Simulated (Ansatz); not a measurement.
`[GaH2][Te][GeH3]`, one more setting.

```yaml
crystal:
  periodic: [false, false, false]
  atoms:
    - {symbol: Ga, position_ang: [-1.102270, 1.701039, -0.573091]}
    - {symbol: Te, position_ang: [1.216296, 1.248655, 0.277048]}
    - {symbol: Ge, position_ang: [0.892531, -1.287232, 0.454783]}
    - {symbol: H, position_ang: [-2.065030, 0.485774, -0.773704]}
    - {symbol: H, position_ang: [-1.449094, 3.198204, -0.858127]}
    - {symbol: H, position_ang: [1.035621, -1.709782, 1.924838]}
    - {symbol: H, position_ang: [1.975251, -1.984679, -0.382552]}
    - {symbol: H, position_ang: [-0.503305, -1.651977, -0.069195]}
basis:
  gaussian: {orbitals: ANO-RCC-VTZP, nuclear_model: gaussian}
total_charge: 1
magnetization: {spin_polarized: true, initial_magnetization: 1}
hamiltonian: {xc: {name: r2SCAN}, dispersion: d4}
scf: {lower_state_search: full}
output: {forces: true}
```

```sh
$ ansatz run in.yaml --threads 4 --pin off --events-out ev --progress --plain --max-ram 10444MiB
```

Output, abridged:

```
Functional definition: r2SCAN
1795 factors; their error is unknown
mean field evaluation 1: about -294940.0574 eV, gradient 2.1e1 eV
mean field evaluation 2: about -294932.4503 eV, gradient 3.8e1 eV
mean field evaluation 4: about -294941.9670 eV, gradient 3.2e0 eV
mean field evaluation 8: about -294941.9963 eV, gradient 2.2e-1 eV
mean field evaluation 16: about -294941.9711 eV, gradient 1.1e-3 eV
mean field evaluation 96: about -294941.9711 eV, gradient 5.6e-5 eV
mean field -294941.97105071 eV, -10838.9175172651 hartree, gradient 7.0e-5 eV, S^2 0.756487; 9 other end points of the search recorded, 0 dependent functions left out
reference -294941.97107795 eV, -10838.9175182662 hartree; 60, 59 occupied and 164, 165 virtual orbitals, 1795 factors
Total energy: -294942.01166622 eV, -10838.9190098578 hartree
Relativity: scalar
Atom 0 at    -1.102270     1.701039    -0.573091 Å, force    -2.119203     0.545977    -0.794101 eV/Å
Atom 1 at     1.216296     1.248655     0.277048 Å, force     1.339102     0.068203     0.462222 eV/Å
Atom 2 at     0.892531    -1.287232     0.454783 Å, force    -0.264910    -1.466712     0.035609 eV/Å
Atom 3 at    -2.065030     0.485774    -0.773704 Å, force     0.477553     0.212187     0.143756 eV/Å
Atom 4 at    -1.449094     3.198204    -0.858127 Å, force     0.330254    -0.413389     0.160734 eV/Å
Atom 5 at     1.035621    -1.709782     1.924838 Å, force     0.053343     0.360034    -0.191512 eV/Å
Atom 6 at     1.975251    -1.984679    -0.382552 Å, force    -0.068961     0.390468     0.110856 eV/Å
Atom 7 at    -0.503305    -1.651977    -0.069195 Å, force     0.252822     0.303233     0.072435 eV/Å
Dipole moment:    -0.025075    -0.036604    -0.001496 e Å
```

Hardware: 4 threads of an Arm Neoverse V2 on a shared host. Wall time 79 s, peak host memory 1.3 GiB.
